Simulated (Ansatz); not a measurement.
F2S2W (`[F][W]([F])(=[S])=[S]`), charge 0, multiplicity 1.

(1) Give a relaxed structure at PBE0-D4/def2-TZVP (Ansatz 0.2.0). (Best estimate.)

Answers

(1) Computed: 
Z-matrix (Å, degrees):
```
W
F 1 1.842
S 1 2.111 2 108.9
S 1 2.111 2 108.9 3 117.5
F 1 1.842 2 113.3 3 -121.2
```
Point group C2v.
